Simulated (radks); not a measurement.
Results of a calculation; reference values are marked as such.
Charge is removed step by step from the 4s down level of neutral calcium, starting from [Ar] 4s(up 1, down 1). Code: a radial shooting solver on a logarithmic mesh with Libxc functionals. Model: scalar-relativistic Kohn-Sham, PBE, spin-polarised, spherical densities, point nucleus.

removed (e)  E - E(0) (eV)  eigenvalue (eV)
0                    0.000           -3.766
0.25                 1.083           -4.907
0.5                  2.456           -6.076
0.75                 4.125           -7.286

The mean slope of the eigenvalue, de/dn, is 4.69 eV per electron.
